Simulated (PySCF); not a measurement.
Compound: C₇H₁₃P.
Numbering: `[CH2:1]=[CH:2][C@@H:3]1[CH2:4][P:5]1[CH:6]([CH3:7])[CH3:8]` (hydrogens: H9, H10 on C1; H11 on C2; H12 on C3; H13, H14 on C4; H15 on C6; H16, H17, H18 on C7; H19, H20, H21 on C8)

Computed by this run: PBE0-D3(BJ)/def2-SVP geometry optimisation, gas phase in PySCF; density fitting, grid level 1; the optimiser is geomeTRIC in internal coordinates, started from a GFN2-xTB structure with every atom displaced at random (about 0.01 Å).

Geometry at step 6:
```
atom  x, y, z in Å
C1      3.4092    0.5587    1.4812
C2      2.5981   -0.2985    0.8520
C3      1.3848    0.0402    0.0799
C4      0.7906    1.4153    0.1263
P5     -0.2403    0.1562    1.0111
C6     -1.4305   -0.2962   -0.3782
C7     -1.7417   -1.7864   -0.3106
C8     -2.6797    0.5690   -0.2817
H9      3.2638    1.6397    1.4379
H10     4.2543    0.1838    2.0587
H11     2.8132   -1.3710    0.9341
H12     1.2954   -0.4999   -0.8675
H13     1.2743    2.1557    0.7593
H14     0.3886    1.8151   -0.8091
H15    -0.9162   -0.0795   -1.3303
H16    -2.2251   -2.0498    0.6446
H17    -0.8287   -2.3930   -0.4019
H18    -2.4295   -2.0827   -1.1201
H19    -3.1757    0.4497    0.6955
H20    -2.4420    1.6345   -0.4169
H21    -3.4146    0.2881   -1.0546
```

Question: Give the atomic forces at this geometry.

Answer: 
| atom | Fx (eV/Å) | Fy (eV/Å) | Fz (eV/Å) |
| --- | --- | --- | --- |
| C1 | -0.085 | -0.175 | -0.097 |
| C2 | 0.007 | 0.010 | 0.115 |
| C3 | 0.025 | 0.207 | 0.184 |
| C4 | -0.071 | -0.347 | -0.182 |
| P5 | -0.027 | 0.002 | -0.135 |
| C6 | 0.096 | -0.029 | 0.122 |
| C7 | -0.072 | 0.031 | -0.017 |
| C8 | -0.052 | -0.053 | -0.050 |
| H9 | -0.005 | 0.062 | 0.030 |
| H10 | 0.101 | 0.053 | 0.047 |
| H11 | -0.009 | 0.000 | -0.045 |
| H12 | -0.044 | -0.027 | -0.096 |
| H13 | 0.092 | 0.172 | 0.087 |
| H14 | 0.002 | 0.076 | 0.009 |
| H15 | -0.011 | -0.009 | -0.024 |
| H16 | 0.010 | 0.000 | 0.008 |
| H17 | 0.015 | -0.029 | -0.004 |
| H18 | 0.009 | 0.000 | 0.003 |
| H19 | 0.013 | 0.022 | 0.017 |
| H20 | -0.012 | 0.030 | 0.041 |
| H21 | 0.019 | 0.002 | -0.013 |

The largest, 0.40 eV/Å, acts on C4; the rms over all components is 0.084 eV/Å. The forces sum to zero within rounding, as they must for an isolated molecule in no field.

Question: Give the force on C4 in Eh/bohr and in nN.

Answer: 0.398 eV/Å ÷ 51.422 = 0.00775 Eh/bohr, and 0.398 eV/Å × 1.602 = 0.64 nN.

Question: How far is this geometry from the end of the optimisation?

Answer: 0.008 eV above it, and 0.054 Å rms away after alignment. The bonds farthest from their final lengths, with half the difference of the two atoms' forces along the bond (positive lengthens):

```csv
bond,now (Å),final (Å),force along bond (eV/Å)
C4–H13,1.088,1.094,+0.29
P5–C6,1.884,1.878,-0.13
C3–C4,1.499,1.494,-0.24
C3–H12,1.094,1.097,+0.18
C1–H10,1.090,1.092,+0.07
C1–H9,1.092,1.094,+0.11
```

The angle farthest from its final value is C2–C1–H10, 119.9° against 121.0°.

What follows is the cost of the whole optimisation. Time: 2.6 min wall; peak memory 0.74 GiB. Hardware: one thread of an Arm Neoverse V2, no GPU, on a shared host.
